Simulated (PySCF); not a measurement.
Job file and geometry (Å, from GFN2-xTB) of an NMR shielding run on SMILES [H]/N=C\C=C(/C)B(N)P, C4H10BN2P, GIAO PBE0/pcSseg-1 NMR shielding, non-relativistic, gas phase (PySCF 2.14.0, density-fitted response routines); density fitting, a coarse starting grid and PySCF grid level 2 are the driver's defaults:

```
$ OMP_NUM_THREADS=1 python probes_run.py task.json out

{"job": {"kind": "nmr", "xc": "PBE0", "basis": "pcSseg-1"}, "charge": 0, "multiplicity": 1}
C      0.610194    -1.682671     0.342680
C      0.119866    -0.286927     0.063296
C      0.967405     0.706070    -0.270374
C      2.402001     0.606667    -0.448620
N      3.193601     1.540021    -0.767776
B     -1.420189     0.005622     0.111486
N     -2.333353    -0.981965    -0.214425
P     -2.052175     1.779290     0.490983
H     -0.143672    -2.253010     0.880429
H      1.520859    -1.676017     0.936935
H      0.823258    -2.196965    -0.595135
H      0.551126     1.695203    -0.450315
H      2.862153    -0.366760    -0.306732
H      2.738050     2.444254    -0.903221
H     -2.069448    -1.906540    -0.514200
H     -3.329004    -0.834474    -0.244035
H     -1.281242     2.001836     1.618306
H     -3.168188     1.412683     1.225739
```

Problem. Write the output of this run.

Solution. 
```
coarse grid: 15384 points
cycle   1  E = -633.5270684850  dE =  9.398e-01  |g| = 5.031e-01  |ddm| = 3.852e+00
cycle   2  E = -633.5002248830  dE =  2.684e-02  |g| = 6.397e-01  |ddm| = 1.311e+00
cycle   3  E = -633.5870135283  dE = -8.679e-02  |g| = 1.386e-01  |ddm| = 7.596e-01
cycle   4  E = -633.5912416452  dE = -4.228e-03  |g| = 4.398e-02  |ddm| = 1.698e-01
cycle   5  E = -633.5916720717  dE = -4.304e-04  |g| = 1.529e-02  |ddm| = 7.078e-02
cycle   6  E = -633.5917276675  dE = -5.560e-05  |g| = 5.069e-03  |ddm| = 1.960e-02
cycle   7  E = -633.5917333036  dE = -5.636e-06  |g| = 1.604e-03  |ddm| = 5.877e-03
final grid: 143672 points
cycle   8  E = -633.6325787905  dE = -4.368e-05  |g| = 9.577e-03  |ddm| = 4.220e-02
cycle   9  E = -633.6325689368  dE =  9.854e-06  |g| = 1.178e-02  |ddm| = 1.946e-02
cycle  10  E = -633.6326002948  dE = -3.136e-05  |g| = 1.621e-03  |ddm| = 1.048e-02
cycle  11  E = -633.6326009350  dE = -6.402e-07  |g| = 3.780e-04  |ddm| = 1.903e-03
cycle  12  E = -633.6326009641  dE = -2.914e-08  |g| = 1.946e-04  |ddm| = 6.130e-04
cycle  13  E = -633.6326009725  dE = -8.371e-09  |g| = 2.962e-05  |ddm| = 1.921e-04
cycle  14  E = -633.6326009727  dE = -1.810e-10  |g| = 9.618e-06  |ddm| = 3.688e-05
converged SCF energy = -633.6326009727

GIAO shielding tensors (ppm)
atom      isotropic    diamagn.    paramagn.     s11        s22        s33       span
  0 C      170.975     249.517     -78.542    156.884    170.300    185.740     28.856
  1 C       30.782     261.581    -230.798    -67.732    -10.731    170.809    238.541
  2 C       40.392     257.560    -217.168    -54.791     55.871    120.095    174.886
  3 C       17.988     252.130    -234.142    -99.467     21.276    132.156    231.624
  4 N     -107.317     322.411    -429.729   -447.044   -107.955    233.047    680.092
  5 B       54.534     196.955    -142.420     14.664     35.713    113.226     98.562
  6 N      155.444     317.012    -161.568     63.678    187.849    214.806    151.128
  7 P      564.643     968.720    -404.077    479.958    586.005    627.965    148.007
  8 H       29.944      31.604      -1.660     25.427     30.581     33.823      8.396
  9 H       29.141      30.959      -1.817     24.615     28.114     34.694     10.079
 10 H       29.587      30.724      -1.137     26.280     26.854     35.625      9.345
 11 H       25.731      36.470     -10.739     21.691     23.952     31.549      9.858
 12 H       22.999      30.413      -7.414     20.383     20.641     27.974      7.591
 13 H       20.677      35.134     -14.457      9.854     24.949     27.226     17.372
 14 H       27.451      32.291      -4.840     21.986     25.982     34.386     12.400
 15 H       27.507      30.386      -2.879     21.985     26.582     33.953     11.968
 16 H       30.064      31.667      -1.603     24.944     28.702     36.547     11.603
 17 H       30.182      30.778      -0.596     25.176     27.997     37.373     12.196
```

Size and cost of the density-fitted run: 193 basis functions, 68 s wall time on 1 thread of an Arm Neoverse N1, shared host; peak memory 0.85 GiB.
